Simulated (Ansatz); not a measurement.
One change: `N[BH][GeH3]` becomes `N[BH][SbH2]`.

Ansatz, PBE0-D4/def2-TZVP geometries, multiplicity 1. Each molecule was computed in one conformer, which needn't be the lowest.

Elements past krypton have def2 core potentials. Scalar relativity is left out up to krypton. Spin–orbit coupling is left out; it splits and shifts lone-pair levels of the heavy atoms by tenths of an eV.

| property | `N[BH][GeH3]` |
| --- | --- |
| size of the dipole moment (B3LYP/def2-TZVPP) / D | 2.61 |
| LUMO energy (ωB97M-V/def2-TZVPP) / eV | 1.49 |
| HOMO–LUMO gap (B3LYP/def2-TZVPP) / eV | 6.98 |
| HOMO energy (PBE/def2-TZVPP) / eV | -6.61 |
| size of the dipole moment (PBE/def2-TZVPP) / D | 2.66 |
| LUMO energy (PBE/def2-TZVPP) / eV | -1.37 |

Give the same properties after the change, and the shifts. (Best estimate.)

The calculation gave: 
| property | `N[BH][SbH2]` | shift |
| --- | --- | --- |
| size of the dipole moment (B3LYP/def2-TZVPP) / D | 2.48 | -0.13 |
| LUMO energy (ωB97M-V/def2-TZVPP) / eV | 1.48 | -0.01 |
| HOMO–LUMO gap (B3LYP/def2-TZVPP) / eV | 5.94 | -1.04 |
| HOMO energy (PBE/def2-TZVPP) / eV | -5.69 | 0.92 |
| size of the dipole moment (PBE/def2-TZVPP) / D | 2.55 | -0.11 |
| LUMO energy (PBE/def2-TZVPP) / eV | -1.26 | 0.11 |

With PBE0 the HOMO rises by 1.12 eV and the LUMO rises by 0.07 eV, so the gap narrows by about 1.05 eV. PBE moves the HOMO by 0.92 eV and ωB97M-V by 1.22 eV. The zero-point energy changes by -25.4 kJ/mol with -3 modes. Dipoles are sizes alone; their direction can turn.

B3LYP here is the variant with VWN-RPA as its local correlation; programs differ in this.
